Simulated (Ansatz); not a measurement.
Input for Ansatz (an electronic-structure program): R-PBE/def2-TZVPPD on GaH3O (SMILES [OH][GaH2]) with ghost functions, monomers drawn apart or pushed together. Files ending in .json are basis or fitting sets from the Basis Set Exchange.

Ansatz 0.2 input:
```yaml
crystal:
  periodic: [false, false, false]
  atoms:
    - {symbol: O, position_ang: [-0.44824870, -0.98185870, 1.02826451]}
    - {symbol: Ga, position_ang: [0.38575375, -0.38299469, -0.43807130]}
    - {symbol: H, position_ang: [-0.36309947, -0.40264646, 1.80230784]}
    - {symbol: H, position_ang: [0.24030760, -1.32181315, -1.67653740]}
    - {symbol: H, position_ang: [1.16036568, 0.97718944, -0.36172285]}
basis:
  gaussian:
    orbitals: def2-TZVPPD.json
    ghost_atoms:
      - {symbol: O, position_ang: [-0.54951928, 1.02586816, 4.91849068]}
      - {symbol: H, position_ang: [-0.17582612, 0.47051146, 5.61167627]}
      - {symbol: H, position_ang: [-1.45427892, 1.21135268, 5.19340958]}
hamiltonian:
  xc: {name: PBE}
scf: {lower_state_search: off}
```

Problem. Give the final energy of this run.

Solution. -2001.5529 hartree.
